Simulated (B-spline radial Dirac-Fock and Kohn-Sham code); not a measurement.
What relativity does to the binding energies of W⁴⁵⁺

System: the W⁴⁵⁺ ion, configuration 1s2 2s2 2p6 3s2 3p6 3d10 4s1.

Both columns are ΔSCF binding energies of the configuration average from a radial atomic solver: non-relativistic Hartree-Fock with a point nucleus, and Dirac-Fock with a finite nucleus and the Coulomb interaction alone, averaged over the two j levels with weights 2j+1.

```tsv
shell	Hartree-Fock (eV)	Dirac-Fock (eV)	shift (eV)	shift (%)
1s	66499.1	72197.5	+5698.41	+8.57
2s	12891.5	14425.8	+1534.34	+11.90
2p	12438.2	12966.4	+528.23	+4.25
3p	4372.1	4538.2	+166.15	+3.80
3d	4002.4	4005.7	+3.31	+0.08
4s	2270.1	2416.3	+146.25	+6.44
```

Relativity binds 1s, 2s, 2p, 3p, 3d, 4s more strongly, among those listed most of all 2s in relative terms.

Values without a named source are computed, but for edge energies of neutral atoms, which are taken from tables.
